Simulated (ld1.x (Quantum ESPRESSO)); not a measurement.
**What one change does to a pseudopotential (tellurium, TM semilocal)**

- Element: Te (Z = 52)
- Generator: ld1.x (Quantum ESPRESSO) 7.5
- Type: norm-conserving Troullier–Martins (semilocal form)
- Functional: PBEsol
- Relativity: scalar-relativistic
- Frozen core: [Kr]
- Valence charge: 16
- Reference configuration: 4d10 5s2 5p4
- Partial waves: 5s (bound): rc 1.35 bohr; 4d (bound): rc 1.40 bohr; 5p (bound): rc 1.70 bohr
- Local potential: the p channel
- Core correction: a·sin(br)/r model core inside 0.90 bohr

All-electron outer shells of the reference configuration (PBEsol, scalar-relativistic, ld1.x):

| shell | level (eV) | outermost node (bohr) | outermost maximum (bohr) |
| --- | --- | --- | --- |
| 4s | -164.15 | 0.38 | 0.70 |
| 4p | -114.23 | 0.38 | 0.74 |
| 4d | -41.59 | 0.36 | 0.81 |
| 5s | -15.15 | 0.91 | 1.80 |
| 5p | -5.97 | 1.00 | 2.17 |

Change: all radii but the core radius scaled by about 1.16 (s 1.56, p 1.98, d 1.62 bohr).

Cutoffs: the cutoffs (Ry, on a coarse ladder) from which the occupation-weighted sum of valence levels, in a spherical-Bessel basis at the reference potential, stays within 10 and 1 mRy of its value at 400 Ry; they do not see the model core or the augmentation charge, which bear on the density cutoff. Errors are all-electron minus pseudo energies relative to the spin-unpolarised reference configuration.

Predict the effect on cutoff, ghosts and configuration errors.

The potential gets softer (110 Ry and 200 Ry → 90 Ry and 160 Ry); of the 7 tests that both files solve, the error grows in 1 and shrinks in 5 by more than 15 % and 0.3 meV (median size 7.9 → 1.5 meV); neither file shows a bound ghost. A larger radius leaves more room for a smooth pseudo-wave, so fewer plane waves are needed. A semilocal file is local in each channel, so a ghost entry of none says nothing of the separable form that plane-wave codes build from it.

| quantity | base | changed |
| --- | --- | --- |
| cutoff, loose | 110 Ry | 90 Ry |
| cutoff, tight | 200 Ry | 160 Ry |
| loose cutoff by channel (10 mRy a level) | s 45 Ry, d 90 Ry, p 30 Ry | s 30 Ry, d 80 Ry, p 10 Ry |
| bound ghosts | none | none |
| error for 4d10 5s2 5p3, meV [ΔE 9.75 eV] | +1.3 | -0.4 |
| error for 4d10 5s2 5p2, meV [ΔE 27.72 eV] | +11 | +2.4 |
| error for 4d10 5s2 5p1, meV [ΔE 54.68 eV] | +31 | +7.8 |
| error for 4d10 5s2 5p3.5, meV [ΔE 3.91 eV] | -0.1 | -0.6 |
| error for 4d10 5s2 5p4.3, meV [ΔE -1.47 eV] | +0.5 | +0.4 |
| error for 4d10 5s1 5p4, meV [ΔE 19.63 eV] | +7.9 | +1.5 |
| error for 4d10 5s0 5p6, meV [ΔE 18.77 eV] | -20 | -11 |
